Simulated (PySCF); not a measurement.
Two-component Hartree-Fock for Pt(2+) (platinum, charge +2)

Start: [Xe] 4f14 5d8; 5d3/2 filled at m_j = -3/2, -1/2, +1/2, +3/2; 5d5/2 filled at m_j = -1/2, +1/2, +3/2, +5/2. Calculated with PySCF 2.14 in x2c-TZVPPall-2c (11s11p10d3f1g, 124 functions): generalised Hartree-Fock with the X2C-1e Hamiltonian and a Gaussian nucleus; one run each with spin-orbit coupling (SO) switched off, then screened by Boettger's factors.

```csv
spinor shell,electrons,"ε, spin-free (eV)","ε, screened SO (eV)",weight of nominal j (screened SO),"rms radius, screened SO (bohr)"
1s1/2,2,-78853.6,-78824.5,1.000,0.0194
2s1/2,2,-14020.8,-14011.6,1.000,0.0782
2p1/2,2,-12164.1,-13407.2,1.000,0.0663
2p3/2,4,-12164.1,-11672.6,1.000,0.0741
3s1/2,2,-3377.4,-3374.4,1.000,0.200
3p1/2,2,-2828.0,-3103.9,1.000,0.191
3p3/2,4,-2828.0,-2716.7,1.000,0.207
3d3/2,4,-2223.2,-2271.6,1.000,0.182
3d5/2,6,-2223.2,-2188.5,1.000,0.186
4s1/2,2,-778.40,-777.38,1.000,0.441
4p1/2,2,-595.12,-661.58,1.000,0.447
4p3/2,4,-595.12,-568.00,1.000,0.480
4d3/2,4,-367.62,-378.03,1.000,0.496
4d5/2,6,-367.62,-359.82,1.000,0.507
5s1/2,2,-140.99,-140.74,1.000,1.03
4f5/2,6,-112.80,-114.37,0.999,0.563
4f7/2,8,-112.80,-110.74,0.999,0.566
5p1/2,2,-90.373,-102.45,0.995,1.12
5p3/2,4,-90.373,-85.263,0.998,1.21
5d3/2,4,-32.039,-33.028,0.886,1.64
5d5/2,4,-32.039,-31.111,0.904,1.69
```

```
   quantity     spin-free   screened SO
E (hartree)  -18398.69247  -18425.74398
        M_J             4             4
       ⟨J²⟩        20.023        20.017
       ⟨L²⟩        12.017        12.463
       ⟨S²⟩         2.006         2.093
```

Each row is a mean over spinors that exchange with the open shell spreads, by up to 6.713 eV (5p3/2).

Rows whose weight is well below 1 are mixtures of j = l ± 1/2: exchange outweighs spin-orbit coupling there, and the label is only the starting occupation.

Breit and QED terms are absent; they matter most for the inner s and p1/2 levels.

Densities and radii are taken from the X2C orbitals without a picture-change correction, which distorts them close to the nucleus.

Without spin-orbit coupling the j labels of p, d and f shells carry no meaning; the spin-free column gives the mean over the occupied spinors of each nl shell.
